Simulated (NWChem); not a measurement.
System: ethylene glycol (C2H6O2); SMILES C(CO)O

NWChem input:

```
start job
memory heap 200 mb stack 900 mb global 1100 mb
geometry units angstroms noautoz
  O     -0.583103    -1.307559    -0.181237
  C      0.599196    -0.676016     0.254710
  C      0.555306     0.732905    -0.294144
  O     -0.594778     1.398969     0.134841
  H     -0.709594    -2.119064     0.317820
  H      0.645073    -0.629599     1.359940
  H      1.507621    -1.199099    -0.104554
  H      1.434202     1.297666     0.056114
  H      0.616010     0.683022    -1.401475
  H     -1.317427     0.774596    -0.013755
end
basis spherical
  * library def2-svp
end
dft
  xc kt2
  iterations 150
  mulliken
end
task dft energy
```

Excerpt of the output:

```
             Northwest Computational Chemistry Package (NWChem) 7.3.0
             --------------------------------------------------------

 C1  symmetry detected

                             Geometry "geometry" -> ""
                             -------------------------

 Output coordinates in angstroms (scale by  1.889725989 to convert to a.u.)

  No.       Tag          Charge          X              Y              Z
 ---- ---------------- ---------- -------------- -------------- --------------
    1 O                    8.0000    -0.58536387    -1.29833138    -0.17346116
    2 C                    6.0000     0.60183269    -0.67862183     0.26614282
    3 C                    6.0000     0.57207291     0.73174752    -0.27993234
    4 O                    8.0000    -0.57267619     1.40754665     0.14809526
    5 H                    1.0000    -0.72035758    -2.10963646     0.32368972
    6 H                    1.0000     0.64589592    -0.63485755     1.37155483
    7 H                    1.0000     1.50611312    -1.20935338    -0.09235872
    8 H                    1.0000     1.45543682     1.28765478     0.07323781
    9 H                    1.0000     0.63455816     0.68353660    -1.38723832
   10 H                    1.0000    -1.30075959     0.79017973    -0.00322110

 Effective nuclear repulsion energy (a.u.)     134.5608052880

                                 NWChem DFT Module
                                 -----------------

 Summary of "ao basis" -> "ao basis" (spherical)
 ------------------------------------------------------------------------------
       Tag                 Description            Shells   Functions and Types
 ---------------- ------------------------------  ------  ---------------------
 O                          def2-svp                 6       14   3s2p1d
 C                          def2-svp                 6       14   3s2p1d
 H                          def2-svp                 3        5   2s1p

            General Information
            -------------------
          SCF calculation type: DFT
          Wavefunction type:  closed shell.
          No. of atoms     :    10
          No. of electrons :    34
           Alpha electrons :    17
            Beta electrons :    17
          Charge           :     0
          Spin multiplicity:     1
          Use of symmetry is: off; symmetry adaption is: off
          Maximum number of iterations: 150
          AO basis - number of functions:    86
                     number of shells:    42
          Convergence on energy requested:  1.00D-06
          Convergence on density requested:  1.00D-05
          Convergence on gradient requested:  5.00D-04

              XC Information
              --------------
                          KT2 Method XC Functional
                        Slater Exchange Functional  1.072 local
                           KT1 gradient correction  1.000 non-local
            Perdew 1991 LDA Correlation Functional  0.577 local

             Grid Information
             ----------------
          Grid used for XC integration:  medium
          Radial quadrature: Mura-Knowles
          Angular quadrature: Lebedev.
          Tag              B.-S. Rad. Rad. Pts. Rad. Cut. Ang. Pts.
          ---              ---------- --------- --------- ---------
          O                   0.60       49          10.0       434
          C                   0.70       49          10.0       434
          H                   0.35       45          11.0       434
          Grid pruning is: on
          Number of quadrature shells:   466
          Spatial weights used:  Erf1

      Superposition of Atomic Density Guess
      -------------------------------------

 Sum of atomic energies:        -227.62760284

      Non-variational initial energy
      ------------------------------

 Total energy =    -229.709268
 1-e energy   =    -576.504617
 2-e energy   =     212.234544
 HOMO         =      -0.352164
 LUMO         =       0.087129

     ---------------------------------------------
      Total Density - Mulliken Population Analysis
     ---------------------------------------------

    Atom       Charge   Shell Charges
 -----------   ------   -------------------------------------------------------
    1 O    8     8.61   1.99  1.10  0.64  3.01  1.85  0.01
    2 C    6     5.84   1.99  0.94  0.20  1.83  0.82  0.06
    3 C    6     5.83   1.99  0.94  0.19  1.85  0.81  0.06
    4 O    8     8.62   1.99  1.10  0.65  3.02  1.85  0.01
    5 H    1     0.67   0.54  0.07  0.06
    6 H    1     0.94   0.70  0.22  0.02
    7 H    1     0.93   0.69  0.22  0.02
    8 H    1     0.93   0.69  0.22  0.02
    9 H    1     0.94   0.70  0.22  0.02
   10 H    1     0.68   0.54  0.08  0.06

   convergence    iter        energy       DeltaE   RMS-Dens  Diis-err
 ---------------- ----- ----------------- --------- --------- ---------
 d= 0,ls=0.0,diis     1   -233.4808054641 -3.68D+02  1.71D-02  5.43D-01
 d= 0,ls=0.0,diis     2   -233.4352142242  4.56D-02  9.51D-03  1.15D+00
 d= 0,ls=0.0,diis     3   -233.5477863003 -1.13D-01  1.44D-03  3.45D-02
 d= 0,ls=0.0,diis     4   -233.5508754282 -3.09D-03  3.98D-04  1.22D-03
 d= 0,ls=0.0,diis     5   -233.5509695845 -9.42D-05  1.48D-04  2.89D-04
  Resetting Diis
 d= 0,ls=0.0,diis     6   -233.5510031164 -3.35D-05  2.73D-05  4.89D-06
 d= 0,ls=0.0,diis     7   -233.5510034535 -3.37D-07  2.78D-05  1.81D-06
 d= 0,ls=0.0,diis     8   -233.5510030711  3.82D-07  1.79D-05  5.70D-06
 d= 0,ls=0.0,diis     9   -233.5510036337 -5.63D-07  1.30D-06  2.01D-08

         Total DFT energy =     -233.551003633664
      One electron energy =     -580.619419135510
           Coulomb energy =      246.371912741561
    Exchange-Corr. energy =      -33.864302527725
 Nuclear repulsion energy =      134.560805288010

 Numeric. integr. density =       34.000014570595

                       DFT Final Molecular Orbital Analysis
                       ------------------------------------

[...]
```

Level: KT2/def2-SVP. Structure relaxed at the PBE0/def2-SVP level.
